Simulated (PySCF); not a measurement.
## Neon: a sound run and one with changed settings

Sound run: Ne(2+) [He] 2s2 2p4, Ne(3+) [He] 2s2 2p3. All numbers are calculated (PySCF 2.14, scalar relativity by spin-free X2C-1e, in x2c-TZVPall (5s3p2d1f, 31 functions)). In the sound run the correlated levels freeze 1s2. The sound run starts from symmetry-adapted Hartree-Fock orbitals and uses a fine grid where one is needed.

Changed run: a valence shell is frozen. This setting is unsound on purpose.

| species | method | sound run (hartree) | changed run (hartree) | converged |
| --- | --- | --- | --- | --- |
| Ne(2+) | MP2 | -126.65408 | -126.57985 | yes |
| Ne(2+) | CCSD(T) | -126.67015 | -126.58593 | yes |
| Ne(3+) | MP2 | -124.33884 | -124.26371 | yes |
| Ne(3+) | CCSD(T) | -124.35300 | -124.26665 | yes |

Ionisation energy of Ne(2+):

```csv
method,sound run (eV),changed run (eV)
UHF,61.847,61.847
MP2,63.001,63.025
SCS-MP2,63.091,63.233
CCSD,63.039,63.102
CCSD(T),63.053,63.111
```

Freezing a valence shell removes pair correlation that changes on ionisation.

For comparison, NIST gives 63.423 eV between the lowest levels.
